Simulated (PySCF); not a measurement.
Excitation energy of Fe⁺ by level of theory

Fe⁺ [Ar] 3d6 4s1 (6D) → Fe⁺ [Ar] 3d5 4s1 5s1 (8S), as a difference of total energies. All numbers are calculated (PySCF 2.14, scalar relativity by spin-free X2C-1e, in aug-cc-pVTZ-DK). Correlated levels: valence: [Ar] frozen. The calculations carry no spin-orbit coupling.

```tsv
method	excitation energy (cm⁻¹)
UHF	86168
MP2 (valence)	99352
SCS-MP2 (valence)	101970
CCSD (valence)	98378
CCSD(T) (valence)	98934
```

The promoted electron is Rydberg-like, and one or two diffuse shells describe it only roughly, which tends to raise the upper state.
